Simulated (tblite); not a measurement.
C7H7OS (doublet state).
Bonds: C1–S2, S2–C3, C3–C4 (aromatic), C4–C5 (aromatic), C5–C6 (aromatic), C6–C7 (aromatic), C7–O8, C7–C9 (aromatic), C3–C9 (aromatic). Hydrogens: H10, H11, H12 on C1; H13 on C4; H14 on C5; H15 on C6; H16 on C9.
Bond orders are those of one Lewis drawing.

Computed with GFN2-xTB (tblite), gas phase: L-BFGS steps from a force-field or distance-geometry start until the largest atomic force falls under 0.01 eV/Å.

Step 58: E = -701.8613 eV
```
atom  x, y, z in Å  |  force x, y, z in eV/Å
C1     -2.8764   -0.5262   -0.4573    0.012  -0.011  -0.012
S2     -1.8671    0.9333   -0.8234   -0.008   0.010   0.009
C3     -0.2488    0.4600   -0.2866   -0.014   0.007   0.014
C4      0.6953    1.5047   -0.2921   -0.005  -0.003   0.013
C5      1.9941    1.2774    0.1531   -0.008  -0.009  -0.008
C6      2.3712    0.0354    0.5904   -0.004  -0.010  -0.006
C7      1.4372   -1.0790    0.5953    0.007   0.005  -0.009
O8      1.7664   -2.2086    0.9798    0.010   0.017  -0.005
C9      0.0997   -0.7943    0.1276    0.001   0.004  -0.017
H10    -3.9108   -0.2170   -0.5704    0.009   0.011  -0.016
H11    -2.6934   -0.8466    0.5643   -0.010   0.012  -0.009
H12    -2.6466   -1.3164   -1.1662    0.004  -0.025   0.020
H13     0.3879    2.4789   -0.6404    0.021   0.005   0.015
H14     2.7000    2.0964    0.1520   -0.007  -0.031  -0.005
H15     3.3719   -0.1647    0.9430   -0.012   0.016  -0.003
H16    -0.5882   -1.6242    0.1193    0.002   0.002   0.019
```

Step 59: E = -701.8616 eV
```
atom  x, y, z in Å  |  force x, y, z in eV/Å
C1     -2.8770   -0.5264   -0.4573    0.014  -0.012  -0.013
S2     -1.8683    0.9345   -0.8202    0.000  -0.002   0.013
C3     -0.2491    0.4609   -0.2844   -0.013   0.002   0.003
C4      0.6953    1.5056   -0.2916   -0.005  -0.011   0.021
C5      1.9944    1.2772    0.1531   -0.009  -0.009  -0.006
C6      2.3718    0.0357    0.5916   -0.008  -0.015  -0.025
C7      1.4381   -1.0791    0.5947   -0.003   0.003   0.001
O8      1.7673   -2.2086    0.9795    0.007   0.019  -0.011
C9      0.1001   -0.7943    0.1270    0.000   0.009  -0.013
H10    -3.9110   -0.2190   -0.5768    0.000   0.015  -0.018
H11    -2.7006   -0.8443    0.5660   -0.002   0.010  -0.003
H12    -2.6429   -1.3185   -1.1627    0.008  -0.019   0.018
H13     0.3875    2.4798   -0.6404    0.028  -0.004   0.020
H14     2.7015    2.0948    0.1512   -0.006  -0.019  -0.007
H15     3.3740   -0.1652    0.9407   -0.026   0.020   0.000
H16    -0.5886   -1.6241    0.1181    0.013   0.012   0.022
```

Step 60: E = -701.8620 eV
```
atom  x, y, z in Å  |  force x, y, z in eV/Å
C1     -2.8771   -0.5280   -0.4597    0.010  -0.008  -0.010
S2     -1.8715    0.9383   -0.8098    0.009  -0.014   0.014
C3     -0.2509    0.4638   -0.2778   -0.007  -0.006  -0.011
C4      0.6950    1.5072   -0.2892   -0.006  -0.014   0.026
C5      1.9954    1.2761    0.1507   -0.004  -0.005  -0.003
C6      2.3732    0.0351    0.5901   -0.009  -0.019  -0.043
C7      1.4382   -1.0784    0.5959   -0.013  -0.001   0.010
O8      1.7665   -2.2070    0.9838    0.003   0.016  -0.018
C9      0.0996   -0.7927    0.1296   -0.002   0.013  -0.004
H10    -3.9108   -0.2233   -0.5869   -0.009   0.016  -0.022
H11    -2.7098   -0.8478    0.5644    0.005   0.008   0.004
H12    -2.6354   -1.3185   -1.1644    0.014  -0.012   0.014
H13     0.3880    2.4819   -0.6383    0.030  -0.013   0.025
H14     2.7048    2.0912    0.1452   -0.003  -0.003  -0.010
H15     3.3775   -0.1673    0.9330   -0.038   0.024   0.003
H16    -0.5904   -1.6216    0.1220    0.021   0.016   0.024
```

Step 61: E = -701.8624 eV
```
atom  x, y, z in Å  |  force x, y, z in eV/Å
C1     -2.8766   -0.5302   -0.4627   -0.004   0.003  -0.006
S2     -1.8751    0.9423   -0.7966    0.015  -0.010   0.007
C3     -0.2533    0.4672   -0.2700    0.001  -0.013  -0.023
C4      0.6943    1.5089   -0.2856   -0.001  -0.012   0.026
C5      1.9964    1.2746    0.1473    0.000  -0.001  -0.001
C6      2.3746    0.0338    0.5865   -0.008  -0.013  -0.052
C7      1.4377   -1.0772    0.5978   -0.020  -0.004   0.012
O8      1.7649   -2.2047    0.9902   -0.002   0.002  -0.022
C9      0.0987   -0.7903    0.1330   -0.007   0.011   0.010
H10    -3.9099   -0.2283   -0.5990   -0.014   0.013  -0.024
H11    -2.7191   -0.8525    0.5616    0.010   0.001   0.019
H12    -2.6256   -1.3177   -1.1670    0.020  -0.014   0.003
H13     0.3888    2.4842   -0.6345    0.027  -0.014   0.028
H14     2.7083    2.0870    0.1372    0.002   0.014  -0.011
H15     3.3808   -0.1701    0.9228   -0.038   0.024   0.008
H16    -0.5925   -1.6182    0.1275    0.020   0.011   0.026
```

**Question.** Estimate the geometry and energy of step 62. (The exact step hangs on the optimiser's Hessian estimate; all steps are aligned on step 61, rigid shifts and turns removed.)

**Answer.** E = -701.8628 eV, largest force 0.047 eV/Å
```
atom  x, y, z in Å  |  force x, y, z in eV/Å
C1     -2.8759   -0.5328   -0.4669   -0.012   0.010   0.000
S2     -1.8793    0.9474   -0.7799    0.012  -0.008  -0.003
C3     -0.2560    0.4709   -0.2610    0.010  -0.014  -0.027
C4      0.6935    1.5105   -0.2809    0.003  -0.005   0.016
C5      1.9979    1.2730    0.1427    0.005   0.006  -0.001
C6      2.3762    0.0320    0.5806   -0.007  -0.007  -0.046
C7      1.4364   -1.0758    0.6009   -0.015  -0.007   0.007
O8      1.7621   -2.2016    0.9988   -0.007  -0.010  -0.024
C9      0.0971   -0.7873    0.1386   -0.009   0.005   0.024
H10    -3.9090   -0.2338   -0.6122   -0.009   0.005  -0.023
H11    -2.7280   -0.8608    0.5572    0.008   0.000   0.019
H12    -2.6137   -1.3149   -1.1730    0.020  -0.008   0.001
H13     0.3899    2.4863   -0.6295    0.018  -0.009   0.030
H14     2.7122    2.0829    0.1266    0.003   0.022  -0.012
H15     3.3840   -0.1735    0.9104   -0.030   0.021   0.011
H16    -0.5951   -1.6138    0.1361    0.010  -0.001   0.028
```

The energy changes by -0.0004 eV. The first-order estimate −F·Δx gives -0.0005 eV and the mean of the old and new forces, exact on a quadratic surface, -0.0004 eV. The step makes an angle of 84° with the force vector and moves no atom by more than 0.018 Å.

What follows is the cost of the whole relaxation. Hardware: Arm Neoverse N1, one thread (shared host). Cost: 1.0 s wall.
